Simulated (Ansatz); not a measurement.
## A rate constant, worked out

An elementary step of SiH₂SOF₂, singlet (SiH₂SOF₂ ([OH][Si]([F])([F])[SH]) → SiOF₂ ([O][Si]([F])[F]) + H₂S (still joined by a long Si–S bond); Si–S, O–H broken or loosened, S–H formed or tightened). The start structure is the reactant molecule, and the electronic barrier above it is 2.363 eV by CCSD(T) at an estimated basis limit (MP2 extrapolated from triple and quadruple zeta, plus CCSD(T) − MP2 in triple zeta). Program: Ansatz 0.2.0. Basis: def2-TZVPP and def2-QZVPP. Cores are frozen in the correlated methods. Extrapolation: Hartree–Fock as exp(−7.88 √X), correlation as X^−2.97. Harmonic wavenumbers at PBE0-D4/def2-TZVP (Ansatz 0.2.0), in cm⁻¹:

Start: 169, 195, 203, 301, 322, 333, 350, 551, 752, 813, 858, 989, 1006, 2708, 3928.

Saddle: 607i, 138, 222, 246, 331, 348, 428, 451, 608, 815, 969, 1154, 1240, 1963, 2704.

(1) Work out the transition-state-theory rate constant at 500 K from these numbers alone (harmonic vibrations; rotation, path degeneracy and anharmonicity left out), and the Wigner tunnelling factor. Use 1 cm⁻¹ = 1.2398 × 10⁻⁴ eV and k_B = 8.617 × 10⁻⁵ eV/K.

No T1 diagnostic of these runs exceeds 0.015.

Answers

(1) Zero-point energies, half the sums: start 13478/2 cm⁻¹ = 0.8355 eV; saddle, real modes only, 11617/2 cm⁻¹ = 0.7202 eV.
Barrier with zero-point energy: 2.363 + 0.7202 − 0.8355 = 2.2477 eV.
k_BT = 0.04309 eV, so the barrier is 52.17 k_BT.
Vibrational partition functions from the zero-point level, ln q = −Σ ln(1 − exp(−hν/k_BT)): start 5.261, saddle 4.579.
k = (k_BT/h) exp(ln q‡ − ln q) exp(−E0/k_BT), with log₁₀(k_BT/h in s⁻¹) = 13.02: log₁₀ k = 13.02 + (-0.682 − 52.17)/2.3026 = -9.93, so k ≈ 1 × 10^(-10) s⁻¹.
Wigner factor: 1 + (hν‡/k_BT)²/24 = 1 + (1.75)²/24 = 1.13. A change of 1 kcal/mol (0.043 eV) in the barrier would change k by a factor of 2.7 at this temperature.

Labels in which every atom is bracketed show which atoms are joined, not bond orders.

For scale, one of the runs: CCSD(T)/def2-TZVPP, 205 basis functions, launched by `ansatz run in.yaml --threads 4 --pin off --events-out ev --progress --plain --max-ram 9574MiB`. The run took 2.5 min on 4 CPU threads of an AMD EPYC (shared host), with 2.7 GiB of host memory at its peak.
